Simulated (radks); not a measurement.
Results of a calculation; reference values are marked as such.
Cr2+, 22 electrons, occupied as [Ar] 3d4. Code: a radial shooting solver on a logarithmic mesh with Libxc functionals. Model: scalar-relativistic Kohn-Sham, r2SCAN, spin-polarised, spherical densities, finite nucleus; open shells are filled with parallel spins first; meta-GGA in the generalised Kohn-Sham scheme; Fermi nuclear charge, rms radius 3.6452 fm.

Unscreened Slater integrals over Kohn-Sham orbitals (cm^-1). They are taken over the spin-up orbitals. Empty in this configuration: 4s.

F0(3d,3d): 169180
F2(3d,3d): 78030
F4(3d,3d): 48498
F0(3d,3p): 185860
F2(3d,3p): 87595
G1(3d,3p): 109100
G3(3d,3p): 65783
F0(3d,3s): 190740
G2(3d,3s): 82624
F0(3d,2p): 237690
F2(3d,2p): 41408
G1(3d,2p): 29180
G3(3d,2p): 16515
F0(3d,4s): 92324
G2(3d,4s): 13239
F0(3p,3p): 207600
F2(3p,3p): 104160
F0(3p,3s): 213670
G1(3p,3s): 141960
F0(3p,2p): 282350
F2(3p,2p): 54652
G0(3p,2p): 21307
G2(3p,2p): 22147
F0(3p,4s): 94973
G1(3p,4s): 6815.2
F0(3s,3s): 220360
F0(3s,2p): 293190
G1(3s,2p): 23639
F0(3s,4s): 95559
G0(3s,4s): 4832.2
F0(2p,2p): 771660
F2(2p,2p): 362670
F0(2p,4s): 103010
G1(2p,4s): 2532.6
F0(4s,4s): 74504

Derived for the open shells (J is the average intra-shell exchange parameter used in DFT+U). 3d: Racah B = F2/49 - 5 F4/441 = 1043 cm^-1, C = 35 F4/441 = 3849 cm^-1, C/B = 3.69, F4/F2 = 0.622, J = (F2 + F4)/14 = 9038 cm^-1.
